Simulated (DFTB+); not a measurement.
DFTB+ input (SCC-DFTB): The folder sk holds the Slater-Koster set scc that CP2K ships.

```
Geometry = xyzFormat {
9

C     -0.35735500    -1.44615700    -0.18651300
C     -1.28924800    -0.37269100    -0.07772700
C     -0.89589400     0.93961500     0.09323500
N      0.39376700     1.30026300     0.16949200
C      1.23866200     0.26872300     0.06370100
N      0.96423600    -1.01956100    -0.10136300
H     -2.35674900    -0.58826200    -0.13065700
H     -1.62454400     1.75173700     0.17495100
H      2.29828900     0.53466400     0.12262400
}
Hamiltonian = DFTB {
  SCC = Yes
  SCCTolerance = 1e-8
  MaxSCCIterations = 300
  Charge = -1
  SlaterKosterFiles = Type2FileNames {
    Prefix = "sk/"
    Separator = ""
    Suffix = ".spl"
    LowerCaseTypeName = Yes
  }
  MaxAngularMomentum {
    C = "p"
    H = "s"
    N = "p"
  }
  Filling = Fermi { Temperature [K] = 0 }
}
ParserOptions { ParserVersion = 14 }
```

Output:

```
|===============================================================================
|
|
|  Copyright (C) 2006 - 2025  DFTB+ developers group
|
|===============================================================================
|
|  When publishing results obtained with DFTB+, please cite the following
|  reference:
|
|    Recent Developments in DFTB+, a Software Package for Efficient Atomistic
|    Quantum Mechanical Simulations, J. Phys. Chem. A 129, 5373−5390 (2025).
|    [https://doi.org/10.1021/acs.jpca.5c01146]
|
|  You should also cite additional publications crediting the parametrization
|  data you use. Please consult the documentation of the SK-files for the
|  references.
|
|===============================================================================

Reading input file 'dftb_in.hsd'
Parser version: 14

--------------------------------------------------------------------------------
Reading SK-files:
./sk/cc.spl
./sk/cn.spl
./sk/ch.spl
./sk/nn.spl
./sk/nh.spl
./sk/hh.spl
Done.

Processed input in HSD format written to 'dftb_pin.hsd'

Starting initialization...
--------------------------------------------------------------------------------
WARNING!
-> Dipole printed for a charged system : origin dependent quantity
Mode:                        Static calculation
Self consistent charges:     Yes
SCC-tolerance:                 0.100000E-07
Max. scc iterations:                    300
Shell resolved Hubbard:      No
Spin polarisation:           No
Nr. of up electrons:            15.000000
Nr. of down electrons:          15.000000
Periodic boundaries:         No
Electronic solver:           Relatively robust
Mixer:                       Broyden mixer
Mixing parameter:                  0.200000
Nr. of chrg. vec. in memory:            300
Max. SCC-cycles:                        300
Electronic temperature:              0.100000E-07 H      0.272114E-06 eV
Initial charges:             Set automatically (system chrg:  -0.100E+01)
Included shells:             C:  s, p
                             N:  s, p
                             H:  s
Extra options:
                             Mulliken analysis

--------------------------------------------------------------------------------

***  Geometry step: 0

 iSCC Total electronic   Diff electronic      SCC error
    1   -0.13210572E+02    0.00000000E+00    0.61163824E+00
    2   -0.13242839E+02   -0.13210572E+02    0.35230172E+00
    3   -0.13253386E+02   -0.32267749E-01    0.10059181E+00
    4   -0.13254095E+02   -0.10546316E-01    0.83470543E-02
    5   -0.13254097E+02   -0.70987284E-03    0.59984963E-02
    6   -0.13254099E+02   -0.12632496E-05    0.64002997E-03
    7   -0.13254099E+02   -0.21181232E-05    0.58143212E-04
    8   -0.13254099E+02   -0.19672274E-07    0.33825574E-04
    9   -0.13254099E+02   -0.19430857E-09    0.79601465E-05
   10   -0.13254099E+02   -0.67631234E-10    0.19589888E-05
   11   -0.13254099E+02   -0.23003821E-11    0.12715591E-05
   12   -0.13254099E+02    0.67501560E-13    0.61457188E-07
>> Charges saved for restart in charges.bin
   13   -0.13254099E+02   -0.14743762E-12    0.56374256E-08

Total Energy:                      -12.6772847131 H         -344.9665 eV
Extrapolated to 0K:                -12.6772847131 H         -344.9665 eV
Total Mermin free energy:          -12.6772847131 H         -344.9665 eV
Force related energy:              -12.6772847131 H         -344.9665 eV

 Fermi distribution function

Calculation with static geometry

********************************************************************************
 iSCC Total electronic   Diff electronic      SCC error
   13   -0.13254099E+02   -0.14743762E-12    0.56374256E-08
********************************************************************************

 Total charge:    -1.00000000

 Atomic gross charges (e)
 Atom           Charge
    1      -0.41033794
    2      -0.09762688
    3       0.04714519
    4      -0.34450843
    5       0.17764544
    6      -0.27249822
    7      -0.01843899
    8      -0.02744721
    9      -0.05393295

Nr. of electrons (up):     30.00000000
Atom populations (up)
 Atom       Population
    1       4.41033794
    2       4.09762688
    3       3.95285481
    4       5.34450843
    5       3.82235456
    6       5.27249822
    7       1.01843899
    8       1.02744721
    9       1.05393295

l-shell populations (up)
 Atom Sh.   l       Population
    1   1   0       1.47012942
    1   2   1       2.94020852
    2   1   0       1.21047861
    2   2   1       2.88714827
    3   1   0       1.17497890
    3   2   1       2.77787591
    4   1   0       1.49753558
    4   2   1       3.84697284
    5   1   0       1.13458377
    5   2   1       2.68777079
    6   1   0       1.49831088
    6   2   1       3.77418734
    7   1   0       1.01843899
    8   1   0       1.02744721
    9   1   0       1.05393295

Orbital populations (up)
 Atom Sh.   l   m       Population  Label
    1   1   0   0       1.47012942  s
    1   2   1  -1       1.40813686  p_y
    1   2   1   0       0.68817083  p_z
    1   2   1   1       0.84390084  p_x
    2   1   0   0       1.21047861  s
    2   2   1  -1       0.93051405  p_y
    2   2   1   0       1.03775653  p_z
    2   2   1   1       0.91887768  p_x
    3   1   0   0       1.17497890  s
    3   2   1  -1       0.90996922  p_y
    3   2   1   0       0.99001788  p_z
    3   2   1   1       0.87788881  p_x
    4   1   0   0       1.49753558  s
    4   2   1  -1       1.54529994  p_y
    4   2   1   0       1.22418598  p_z
    4   2   1   1       1.07748692  p_x
    5   1   0   0       1.13458377  s
    5   2   1  -1       0.85834248  p_y
    5   2   1   0       0.94892423  p_z
    5   2   1   1       0.88050409  p_x
    6   1   0   0       1.49831088  s
    6   2   1  -1       1.27005751  p_y
    6   2   1   0       1.12472049  p_z
    6   2   1   1       1.37940934  p_x
    7   1   0   0       1.01843899  s
    8   1   0   0       1.02744721  s
    9   1   0   0       1.05393295  s

Fermi level:                         0.1329962920 H            3.6190 eV
Band energy:                        -5.2674201087 H         -143.3338 eV
TS:                                  0.0000000000 H            0.0000 eV
Band free energy (E-TS):            -5.2674201087 H         -143.3338 eV
Extrapolated E(0K):                 -5.2674201087 H         -143.3338 eV
Input / Output electrons (q):     30.0000000000     30.0000000000

Energy H0:                         -13.4043881561 H         -364.7520 eV
Energy SCC:                          0.1502893088 H            4.0896 eV
Total Electronic energy:           -13.2540988473 H         -360.6624 eV
Repulsive energy:                    0.5768141342 H           15.6959 eV
Total energy:                      -12.6772847131 H         -344.9665 eV
Extrapolated to 0:                 -12.6772847131 H         -344.9665 eV
Total Mermin free energy:          -12.6772847131 H         -344.9665 eV
Force related energy:              -12.6772847131 H         -344.9665 eV

Non-constrained calculation

SCC converged

Warning: dipole moment is not defined absolutely!
Dipole moment:    0.03021718    0.91772869    0.11349125 au
Dipole moment:    0.07680441    2.33263385    0.28846600 Debye
```

The dipole moment of an ion depends on the origin.

The geometry given is a B3LYP-D3(BJ)/def2-TZVP minimum.
